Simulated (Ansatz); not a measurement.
System: hydrogen selenide, H2Se, charge 0, multiplicity 1. 
Coordinates optimised at B3LYP-D3(BJ)/def2-TZVP (Ansatz, an electronic-structure program):
```
Se
H 1 1.4704
H 1 1.4704 2 91.29
```

Basis-set convergence of Hartree-Fock and MP2 correlation energies (hartree) with Ansatz. Correlated levels leave the core frozen unless marked. Spin-orbit coupling is left out. Frozen are the shells of the preceding noble gas and the d and f shells that filled before the atom's block. Non-relativistic.

| basis | functions | E(HF) | E(corr, MP2) |
|---|---|---|---|
| def2-SVP | 42 | -2400.70520 | -0.13087 |
| def2-TZVPP | 76 | -2401.00409 | -0.16940 |
| def2-QZVPP | 149 | -2401.05196 | -0.18368 |

Extrapolating the two largest sets (X = 3 and 4) as X^-3: E(corr) = (64·(-0.18368) - 27·(-0.16940))/37 = -0.1941 Eh, an estimate of the basis-set limit. The largest set recovers 94.6 % of it, the smallest 67.4 %.
